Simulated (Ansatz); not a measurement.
CH$_{5}$AlBN (`B[N]1[CH2][AlH]1`) at its PBE0-D4/def2-TZVP geometry, where that method's forces vanish. Total charge 0; spin multiplicity 1.

```xyz
9

B    -0.3812    0.8804    1.2689
N    -0.0846   -0.0803    0.3106
C     0.3040    0.1516   -1.1464
Al    0.2000   -1.6288   -0.4846
H    -0.3492    2.0506    0.9892
H    -0.6694    0.5214    2.3792
H    -0.4844    0.6083   -1.7445
H     1.2465    0.6843   -1.2713
H     0.2182   -3.1874   -0.3010
```

Problem. What forces (eV/Å) does r2SCAN-D4/def2-TZVPP give on these atoms in the Gaussian-basis code of Ansatz? (Best estimate.)

Solution. Ansatz gave: 
```
B1  -0.030  0.114  0.093
N2  -0.068 -0.094  0.264
C3   0.086  0.048 -0.321
Al4  0.011 -0.083 -0.030
H5   0.000 -0.030  0.002
H6   0.010  0.004 -0.037
H7   0.006  0.015  0.013
H8  -0.013  0.013  0.008
H9  -0.003  0.013  0.008
```
